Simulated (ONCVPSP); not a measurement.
tungsten (W), ONCV: configuration errors across variants

ONCVPSP 4.0.1 input, shortened (lines: element, Z, core and valence counts, functional; n l f; lmax; l rc ep ncon nbas qcut; lloc lpopt rc5 dvloc0; l nproj debl; icmod fcfact rcfact), PBE, scalar-relativistic:

```
  W 74.00   10    4        4      upf
    1    0    2.00
    2    0    2.00
    2    1    6.00
    3    0    2.00
    3    1    6.00
    3    2   10.00
    4    0    2.00
    4    1    6.00
    4    2   10.00
    4    3   14.00
    5    0    2.00
    5    1    6.00
    5    2    4.00
    6    0    1.00
    2
    0    1.95    0.00    3    7    6.50
    1    1.55    0.00    4    9    8.80
    2    2.70    0.00    3    8    4.80
    4    4    1.25    0.00
    0    2    1.60
    1    2    0.60
    2    1    3.00
    3    2.50    1.20
```

In the p channel the program set the typed energies aside and used -1.864, 0.250 Ha.

All-electron excitation energies from the reference (eV): (1) 5s2 5p6 5d4 6s2 -8.883; (2) 5s2 5p6 5d4 6s0 15.680; (3) 5s2 5p6 5d3 6s0 41.062; (4) 5s2 5p6 5d4 6s1.5 -5.251.

Errors AE − PS in meV (a dash: test not solved or not reliable):

```tsv
change	(1)	(2)	(3)	(4)	bound ghosts	GHOST(+) flags above zero
base	+2.9	-11	-1.3	+1.5	none	d
s: qcut 4.1	+1.8	-12	-2.3	+1.0	none	d
s: qcut 5	+2.1	-12	-1.9	+1.2	none	d
s: qcut 5.7	+2.5	-12	-1.6	+1.3	none	d
s: qcut 7.1	+3.2	-11	-1.1	+1.6	none	d
s: qcut 7.9	+3.7	-10	-0.7	+1.7	none	d
s: qcut 8.7	+4.1	-9.4	-0.4	+1.8	none	s, d
```

Question: Give the same row for: s: qcut 9.7.

Answer: +4.2, -9.0, -0.2, +1.9; bound ghosts: none; GHOST(+) flags above zero: d.
